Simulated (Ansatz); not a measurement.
The lowest doublet and quartet of CCl (SMILES [C]Cl); geometries from B3LYP-D3(BJ)/def2-TZVP, each state relaxed from the structure named, with no frequency check.
Doublet (charge 0, multiplicity 2):
```xyz
2

C      0.00000     0.00000    -1.22427
Cl     0.00000     0.00000     0.43209
```

A positive gap puts the quartet lower; no zero-point energy. U- takes an unrestricted doublet. The quartet is unrestricted in single-reference levels. Active spaces average the two states.

Frozen-core correlation.

Programs: Ansatz (Gaussian orbitals). Each number belongs to the level named beside it.

```tsv
level	gap E(doublet) − E(quartet), vertical, at the doublet's geometry (kJ/mol)
U-HF/cc-pV(T+d)Z	-109.8
U-SCS-MP2/cc-pV(Q+d)Z	…
U-CCSD/cc-pV(Q+d)Z	-218.8
U-CCSD(T)/cc-pV(T+d)Z	-226.2
U-CCSD(T)/cc-pV(Q+d)Z	-229.6
U-CCSDT/cc-pV(D+d)Z	-217.6
U-CCSDT(Q)/cc-pV(D+d)Z	-218.2
SC-NEVPT2 on SA-CASSCF(3,4)/cc-pV(T+d)Z	…
SC-NEVPT2 on SA-CASSCF(3,4)/cc-pV(Q+d)Z	-215.7
```

**Question.** Fill in the missing entries.

**Answer.** 
- U-SCS-MP2/cc-pV(Q+d)Z, gap E(doublet) − E(quartet), vertical, at the doublet's geometry (kJ/mol): -242.0
- SC-NEVPT2 on SA-CASSCF(3,4)/cc-pV(T+d)Z, gap E(doublet) − E(quartet), vertical, at the doublet's geometry (kJ/mol): -211.3

Ansatz is a quantum-chemistry and plane-wave program.
